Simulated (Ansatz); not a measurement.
`N[SiH2]/C=C/[SiH3]`, charge 0, multiplicity 1.

Q: Give a relaxed structure at PBE0-D4/def2-TZVP (the Gaussian-basis code of Ansatz). (An estimate is asked.)

A: Ansatz gave: 
Z-matrix (Å, degrees):
```
Si
C 1 1.870
N 1 1.713 2 114.6
H 1 1.488 2 108.2 3 120.8
H 1 1.488 2 108.1 3 -120.8
C 2 1.337 1 123.3 3 -0.2
H 2 1.092 1 118.4 3 179.8
H 3 1.005 1 122.0 2 -77.7
H 3 1.005 1 122.0 2 78.1
Si 6 1.861 2 123.9 1 -180.0
H 6 1.092 2 117.6 1 0.0
H 10 1.489 6 110.9 2 -120.6
H 10 1.489 6 110.8 2 120.3
H 10 1.487 6 109.1 2 -0.1
```
Point group Cs.
This is one stationary point; other conformers may exist.
